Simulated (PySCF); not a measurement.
Cu(NH3)Me, CH6CuN (singlet state).
Bonds: Cu1–N2, Cu1–C6. Hydrogens: H3, H4, H5 on N2; H7, H8, H9 on C6.

Level of theory: PBE0-D3(BJ)/def2-SVP geometry optimisation, gas phase in PySCF.

(1) List the bond lengths and angles at this level.

## Answers

(1) 
| bond | length (pm) |
| --- | --- |
| Cu1–N2 | 197.9 |
| Cu1–C6 | 190.1 |
| N2–H3, N2–H4, N2–H5 | 102.1 |
| C6–H7, C6–H8, C6–H9 | 110.5 |

Bonds in one row agree within 1 pm and their mean is given. A selection of angles:
| angle | degrees |
| --- | --- |
| N2–Cu1–C6 | 180.0 |
| Cu1–N2–H3 | 111.9 |
| H3–N2–H4 | 106.9 |
| Cu1–C6–H7 | 111.8 |
| H7–C6–H8 | 107.1 |

N2 (nitrogen bonded to Cu and 3 H) is tetrahedral (angles from 106.9° to 111.9°).

PBE0-D3(BJ)/def2-SVP frequencies: not computed here.
